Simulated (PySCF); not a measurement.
Work out the structure from these simulated measurements.

Formula: C4H10N2Si.

- UV, strongest line: among the 10 lowest singlet transitions: S4 at 6.26 eV (198 nm, f = 0.416) [TDDFT CAM-B3LYP/def2-SVPD]
- Rotational structure: rotational constants A, B, C: 4.171, 1.706, 1.260 GHz [PBE0-D3(BJ)/def2-SVP]
- Polarisability: 89.8 au [CAM-B3LYP/def2-SVPD]
- NMR, other nuclei: isotropic shieldings of nuclei other than C and H, by class: 180 (1 N), 246 (1 N), 376 (1 Si) ppm [GIAO PBE0/pcSseg-1]
- UV, first state: lowest singlet excitation: 5.31 eV (233 nm, f = 0.001) [TDDFT CAM-B3LYP/def2-SVPD]
- 13C NMR: chemical shifts (computed TMS as zero) by class: 143.1 (1 C), 87.9 (1 C), 46.4 (1 C), 46.4 (1 C) ppm [GIAO PBE0/pcSseg-1]
- 1H NMR: chemical shifts (computed TMS as zero) by class: 6.39 (1 H), 5.23 (2 H), 4.05 (1 H), 3.95 (1 H), 3.32 (2 H), 2.95 (2 H), -0.09 (1 H) ppm [GIAO PBE0/pcSseg-1]

Gas-phase values; electronic properties from PySCF, density fitting. Levels stand in brackets. The structure is a single PBE0-D3(BJ)/def2-SVP conformer in the gas phase; no vibrational or solvent corrections. NMR values are class means; diastereotopic atoms form classes of their own.

Problem. What is the compound? Reason from the data.

Solution. Numbering: `[CH2:1]=[CH:2][N:3]1[CH2:4][CH2:5][NH:6][SiH2:7]1`. Its formula, C4H10N2Si, gives 2 degrees of unsaturation: 1 ring and 1 π bond in the structure found. 4 carbons fall into 4 classes; from least to most shielded: vinylic carbon bearing nitrogen [C2] (143.1 ppm), terminal =CH2 carbon [C1] (87.9 ppm), ring sp3 carbon bound to nitrogen [C5] (46.4 ppm), ring sp3 carbon bound to nitrogen [C4] (46.4 ppm). Hydrogen classes from least to most shielded: 1 H on a vinylic carbon bearing nitrogen, C2 (6.39 ppm), 2 H on an SiH2 silicon, Si7 (5.23 ppm), 1 H on a terminal =CH2 carbon, C1 (4.05 ppm), 1 H on a terminal =CH2 carbon, C1 (3.95 ppm), 2 H on an sp3 carbon bound to nitrogen, C5 (3.32 ppm), 2 H on an sp3 carbon bound to nitrogen, C4 (2.95 ppm), 1 H on a silicon-bound nitrogen, N6 (-0.09 ppm). The other shieldings belong to: 180 ppm, silicon-bound nitrogen [N3]; 246 ppm, silicon-bound nitrogen [N6]; 376 ppm, SiH2 silicon [Si7]. The optimised geometry has point group C1 and is an asymmetric top. Structure: `N1CCN(C=C)[SiH2]1`. The assignments are read from this structure; whether some other isomer fits the data as well wasn't checked.
